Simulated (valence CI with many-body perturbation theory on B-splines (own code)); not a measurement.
Rh XXXIII: calculated level list

Calculated by valence CI with perturbative core correlation (CI+MBPT): three valence electrons over a frozen Dirac-Fock core [Ne], a basis of 11 s, 11 p, 9 d, 7 f, 5 g, 2 h, 1 i functions for each j, with the one-electron correlation potential Σ1, the two-electron term Σ2, the three-electron term Σ3, Breit, model QED; selected CI, second order for the rest (own B-spline code, finite nucleus).

No measured spectrum was set against this ion. As an estimate, large intervals hold to a few tenths of a per cent, small ones and those within an open d or f shell to about a per cent.

Levels 46 to 70 of 70, with energies above the lowest level, (3s^2 3p1/2) J=1/2. "Leading %" is the weight of the configuration and term that name the level; weights of strongly mixed levels are sums over their largest components and can fall short. In the jj column 3d3/2^4 stands for four electrons in 3d with j = 3/2. Lifetimes count E1, E2, E3, M1 and M2 decay at the calculated energies, and are blank where another channel may lead or the interval is too uncertain; long ones can be off by a factor of two.

```tsv
No.	Configuration	Term	J	E (eV)	Leading %	g	Leading jj	Lifetime
46	3p2.3d	4D	1/2	339.01	82	0.147	3p1/2 3p3/2 3d3/2 (98 %)	9.52 ps
47	3p2.3d	4F	7/2	343.70	48	1.284	3p1/2 3p3/2 3d5/2 (96 %)	12.7 ps
48	3p2.3d	2G	9/2	348.33	48	1.213	3p1/2 3p3/2 3d5/2 (93 %)	18.2 ps
49	3p2.3d	4D	3/2	348.88	39	1.159	3p1/2 3p3/2 3d5/2 (74 %)	7.96 ps
50	3p2.3d	4P	5/2	349.27	30	1.249	3p1/2 3p3/2 3d5/2 (65 %)	7.31 ps
51	3p2.3d	4P	3/2	353.67	42	1.368	3p1/2 3p3/2 3d3/2 (70 %)	5.04 ps
52	3p2.3d	2D	5/2	353.84	46	1.305	3p1/2 3p3/2 3d5/2 (62 %)	6.14 ps
53	3p2.3d	4P	1/2	355.29	43	1.804	3p1/2 3p3/2 3d3/2 (83 %)	5.02 ps
54	3p2.3d	2G	7/2	357.44	52	1.008	3p1/2 3p3/2 3d5/2 (57 %)	13.4 ps
55	3p2.3d	2P	1/2	367.08	64	0.986	3p1/2 3p3/2 3d5/2 (83 %)	7.14 ps
56	3p2.3d	2F	5/2	367.18	48	1.035	3p1/2 3p3/2 3d5/2 (44 %)	5.14 ps
57	3p2.3d	2D	3/2	367.57	61	0.883	3p1/2 3p3/2 3d5/2 (73 %)	7.91 ps
58	3s.3d2	4F	3/2	373.98	81	0.535	3s 3d3/2^2 (76 %)	4.49 ps
59	3p2.3d	4D	7/2	374.76	52	1.301	3p3/2^2 3d5/2 (67 %)	8.74 ps
60	3s.3d2	4F	5/2	375.44	56	1.128	3s 3d3/2^2 (56 %)	4.52 ps
61	3p2.3d	2P	1/2	375.82	42	1.125	3p3/2^2 3d3/2 (55 %)	5.40 ps
62	3p2.3d	4F	9/2	378.45	46	1.220	3p3/2^2 3d5/2 (75 %)	11.0 ps
63	3p2.3d	4P	3/2	378.71	31	1.110	3p3/2^2 3d3/2 (70 %)	4.68 ps
64	3s.3d2	4F	5/2	379.39	42	1.153	3s 3d3/2 3d5/2 (51 %)	5.27 ps
65	3s.3d2	4F	7/2	380.84	97	1.233	3s 3d3/2 3d5/2 (78 %)	6.17 ps
66	3s.3d2	4F	9/2	385.18	94	1.322	3s 3d5/2^2 (73 %)	7.01 ps
67	3s.3d2	4P	1/2	386.03	87	2.555	3s 3d3/2^2 (58 %)	4.21 ps
68	3p2.3d	2F	7/2	388.61	63	1.078	3p3/2^2 3d3/2 (41 %)	5.30 ps
69	3s.3d2	4P	3/2	388.81	95	1.706	3s 3d3/2 3d5/2 (94 %)	4.75 ps
70	3s.3d2	4P	5/2	389.92	78	1.503	3s 3d3/2 3d5/2 (70 %)	4.56 ps
```
